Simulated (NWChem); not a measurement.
System: GaF, singlet; SMILES [F][Ga]

NWChem printed, in part:

```
             Northwest Computational Chemistry Package (NWChem) 7.3.0
             --------------------------------------------------------

                             Geometry "geometry" -> ""
                             -------------------------

 Output coordinates in angstroms (scale by  1.889725989 to convert to a.u.)

  No.       Tag          Charge          X              Y              Z
 ---- ---------------- ---------- -------------- -------------- --------------
    1 Ga                  31.0000     0.00000000     0.00000000    -0.39828700
    2 F                    9.0000     0.00000000     0.00000000     1.38779000

 Effective nuclear repulsion energy (a.u.)      82.6618631061

  pbe96 is a nonlocal functional; adding pw91lda local functional.
                              NWChem Property Module
                              ----------------------

                                 NWChem DFT Module
                                 -----------------

 Summary of "ao basis" -> "ao basis" (spherical)
 ------------------------------------------------------------------------------
       Tag                 Description            Shells   Functions and Types
 ---------------- ------------------------------  ------  ---------------------
 Ga                        def2-svpd                14       38   6s4p4d
 F                         def2-svpd                 9       23   4s3p2d

            General Information
            -------------------
          SCF calculation type: DFT
          Wavefunction type:  closed shell.
          No. of atoms     :     2
          No. of electrons :    40
           Alpha electrons :    20
            Beta electrons :    20
          Charge           :     0
          Spin multiplicity:     1
          Use of symmetry is: off; symmetry adaption is: off
          Maximum number of iterations: 150
          AO basis - number of functions:    61
                     number of shells:    23
          Convergence on energy requested:  1.00D-06
          Convergence on density requested:  1.00D-05
          Convergence on gradient requested:  5.00D-04

              XC Information
              --------------
          PerdewBurkeErnzerhof Exchange Functional  1.000
            Perdew 1991 LDA Correlation Functional  1.000 local
           PerdewBurkeErnz. Correlation Functional  1.000 non-local

             Grid Information
             ----------------
          Grid used for XC integration:  medium
          Radial quadrature: Mura-Knowles
          Angular quadrature: Lebedev.
          Tag              B.-S. Rad. Rad. Pts. Rad. Cut. Ang. Pts.
          ---              ---------- --------- --------- ---------
          Ga                  1.30      112           9.0       590
          F                   0.50       49          10.0       434
          Grid pruning is: on
          Number of quadrature shells:   161
          Spatial weights used:  Erf1

      Superposition of Atomic Density Guess
      -------------------------------------

 Sum of atomic energies:       -2022.27324386

      Non-variational initial energy
      ------------------------------

 Total energy =   -2022.166906
 1-e energy   =   -2988.380487
 2-e energy   =     883.551717
 HOMO         =      -0.329221
 LUMO         =       0.015151

   convergence    iter        energy       DeltaE   RMS-Dens  Diis-err
 ---------------- ----- ----------------- --------- --------- ---------
 d= 0,ls=0.0,diis     1  -2023.9557271305 -2.11D+03  4.07D-02  7.60D-01
 d= 0,ls=0.0,diis     2  -2021.3842488201  2.57D+00  3.00D-02  2.53D+01
 d= 0,ls=0.0,diis     3  -2024.0420800458 -2.66D+00  3.49D-03  1.99D-01
 d= 0,ls=0.0,diis     4  -2024.0507412880 -8.66D-03  1.89D-03  5.28D-02
 d= 0,ls=0.0,diis     5  -2024.0545215610 -3.78D-03  6.13D-04  1.45D-03
  Resetting Diis
 d= 0,ls=0.0,diis     6  -2024.0546847116 -1.63D-04  1.69D-04  9.55D-05
 d= 0,ls=0.0,diis     7  -2024.0547009688 -1.63D-05  4.16D-05  1.83D-06
 d= 0,ls=0.0,diis     8  -2024.0547004461  5.23D-07  2.20D-05  8.48D-06
 d= 0,ls=0.0,diis     9  -2024.0547011596 -7.14D-07  7.34D-06  2.33D-07

         Total DFT energy =    -2024.054701159602
      One electron energy =    -2987.617831573287
           Coulomb energy =      965.978778302099
    Exchange-Corr. energy =      -85.077510994492
 Nuclear repulsion energy =       82.661863106079

 Numeric. integr. density =       39.999997269382

                       DFT Final Molecular Orbital Analysis
                       ------------------------------------

 Vector   18  Occ=2.000000D+00  E=-3.213869D-01
              MO Center= -1.1D-09,  1.2D-09,  1.3D+00, r^2= 6.8D-01
   Bfn.  Coefficient  Atom+Function         Bfn.  Coefficient  Atom+Function
  ----- ------------  ---------------      ----- ------------  ---------------
    44      0.536496  2 F  py                43     -0.350812  2 F  px
    47     -0.349993  2 F  py                46      0.228858  2 F  px
    50     -0.107697  2 F  py                14     -0.082200  1 Ga py
    49      0.070423  2 F  px                20      0.064937  1 Ga d -1
    13      0.053750  1 Ga px                11      0.046300  1 Ga py

 Vector   19  Occ=2.000000D+00  E=-3.213869D-01
              MO Center=  6.9D-10,  3.5D-10,  1.3D+00, r^2= 6.8D-01
   Bfn.  Coefficient  Atom+Function         Bfn.  Coefficient  Atom+Function
  ----- ------------  ---------------      ----- ------------  ---------------
    43      0.536496  2 F  px                44      0.350812  2 F  py
    46     -0.349993  2 F  px                47     -0.228858  2 F  py
    49     -0.107697  2 F  px                13     -0.082200  1 Ga px
    50     -0.070423  2 F  py                22     -0.064937  1 Ga d  1
    14     -0.053750  1 Ga py                10      0.046300  1 Ga px

 Vector   20  Occ=2.000000D+00  E=-2.522935D-01
              MO Center= -6.5D-09,  6.4D-09, -3.6D-01, r^2= 2.6D+00
   Bfn.  Coefficient  Atom+Function         Bfn.  Coefficient  Atom+Function
  ----- ------------  ---------------      ----- ------------  ---------------
     4      0.692745  1 Ga s                  3     -0.361636  1 Ga s
    45     -0.359497  2 F  pz                 5      0.295886  1 Ga s
    48      0.239715  2 F  pz                15     -0.209567  1 Ga pz
    12      0.120241  1 Ga pz                18     -0.108715  1 Ga pz
    21      0.092546  1 Ga d  0              51      0.079423  2 F  pz

 Vector   21  Occ=0.000000D+00  E=-8.062016D-02
              MO Center=  1.6D-08, -3.0D-08, -5.1D-01, r^2= 3.5D+00
   Bfn.  Coefficient  Atom+Function         Bfn.  Coefficient  Atom+Function
  ----- ------------  ---------------      ----- ------------  ---------------
    17      0.659099  1 Ga py                14      0.424446  1 Ga py
    16     -0.290806  1 Ga px                11     -0.207573  1 Ga py
    13     -0.187273  1 Ga px                44      0.163033  2 F  py
    47     -0.119422  2 F  py                10      0.091585  1 Ga px
    50     -0.091485  2 F  py                43     -0.071933  2 F  px

 Vector   22  Occ=0.000000D+00  E=-8.062016D-02
              MO Center=  2.9D-08,  5.4D-09, -5.1D-01, r^2= 3.5D+00
   Bfn.  Coefficient  Atom+Function         Bfn.  Coefficient  Atom+Function
  ----- ------------  ---------------      ----- ------------  ---------------
    16      0.659099  1 Ga px                13      0.424446  1 Ga px
    17      0.290806  1 Ga py                10     -0.207573  1 Ga px
    14      0.187273  1 Ga py                43      0.163033  2 F  px
    46     -0.119422  2 F  px                11     -0.091585  1 Ga py
    49     -0.091485  2 F  px                44      0.071933  2 F  py

 Vector   23  Occ=0.000000D+00  E=-4.615840D-03
              MO Center=  1.6D-09, -1.5D-08, -4.8D-01, r^2= 5.6D+00
   Bfn.  Coefficient  Atom+Function         Bfn.  Coefficient  Atom+Function
  ----- ------------  ---------------      ----- ------------  ---------------
    18      1.244574  1 Ga pz                 5      0.925489  1 Ga s
    42     -0.865670  2 F  s                 51      0.490891  2 F  pz
    15      0.340436  1 Ga pz                 4      0.266039  1 Ga s
    41     -0.182245  2 F  s                 36     -0.168871  1 Ga d  0
    48      0.158066  2 F  pz                45     -0.150002  2 F  pz

     Multipole analysis of the density
     ---------------------------------

     L   x y z        total         alpha         beta         nuclear
     -   - - -        -----         -----         ----         -------
     0   0 0 0     -0.000000    -20.000000    -20.000000     40.000000

     1   1 0 0      0.000000      0.000000      0.000000      0.000000
     1   0 1 0     -0.000000     -0.000000     -0.000000      0.000000
     1   0 0 1     -0.886135     -0.578384     -0.578384      0.270633

     2   2 0 0    -14.408456     -7.204228     -7.204228      0.000000
     2   1 1 0     -0.000000     -0.000000     -0.000000      0.000000
     2   1 0 1     -0.000000     -0.000000     -0.000000      0.000000
     2   0 2 0    -14.408456     -7.204228     -7.204228      0.000000
     2   0 1 1      0.000000      0.000000      0.000000      0.000000
     2   0 0 2    -19.041627    -49.251151    -49.251151     79.460674

 *** CALLING NEW AORESP DRIVER FOR CLOSED AND OPEN SHELLS ***
 Entering AOResponse driver routine

--------------------------------------------------------------------------------

          -----------------------------------------------
          Solving response equations for perturbing field
          -----------------------------------------------

 number of frequencies:     1
 frequency in a.u.:  0.0000000E+00
 Perturbing field: electric
 Using El. Dipole Length Gauge

 Setting up CPKS with frequency omega =      0.00000000 a.u.

 STATIC response

                                NWChem CPHF Module
                                ------------------

  scftype          =     RHF
  nclosed          =       20
  nopen            =        0
  variables        =      820
  # of vectors     =        3
  tolerance        = 0.10D-03
  level shift      = 0.00D+00
  max iterations   =       50
  max subspace     =       30

 SCF residual:    2.3812361072643269E-004

Iterative solution of linear equations
  No. of variables      820
  No. of equations        3
  Maximum subspace       30
        Iterations       50
       Convergence  1.0D-04

   iter   nsub   residual    time
   ----  ------  --------  ---------
     1      3    4.97D+00       4.0
     2      6    6.11D+00       4.9
     3      9    5.85D-01       5.9
     4     12    2.20D-01       6.8
     5     15    4.63D-02       7.8
     6     18    8.21D-03       8.7
     7     21    3.54D-04       9.7
     8     24    1.31D-05      10.6

 Electric Dipole Response Matrix (nonzero elements):

              1        2        3
    1   31.8776  -0.0000  -0.0000
    2   -0.0000  31.8776   0.0000
    3   -0.0000   0.0000  36.1681

 ------------------------------------------
 average:        33.30773 + I       0.00000

 DFT Linear Response polarizability / au
 Frequency  =       0.0000000 / au
              X              Y              Z
 -----------------------------------------------
 X      31.8775617     -0.0000000     -0.0000001
 Y      -0.0000000     31.8775617      0.0000002
 Z      -0.0000001      0.0000002     36.1680561
 -----------------------------------------------
 Eigenvalues =      31.8775616     31.8775618     36.1680561
 Isotropic   =      33.3077265
 Anisotropic =       4.2904944
 -----------------------------------------------

 Magnetic Dipole Response Matrix (nonzero elements):

 Exiting AOResponse driver routine
```

Level: PBE/def2-SVPD. Low-valent species are run as closed-shell singlets; no triplet was tried in these runs. The geometry was optimised at B3LYP/6-31G* (spherical d).

### Question
Which NWChem input produces such a log?

### Answer
This is not unique; one that fits is the input that was run:
```
start job
memory heap 200 mb stack 900 mb global 1100 mb
geometry units angstroms noautosym nocenter noautoz
  Ga     0.000000     0.000000    -0.398287
  F      0.000000     0.000000     1.387790
end
basis spherical
  * library def2-svpd
end
dft
  xc xpbe96 cpbe96
  iterations 150
end
property
  response 1 0.0
end
task dft property
```
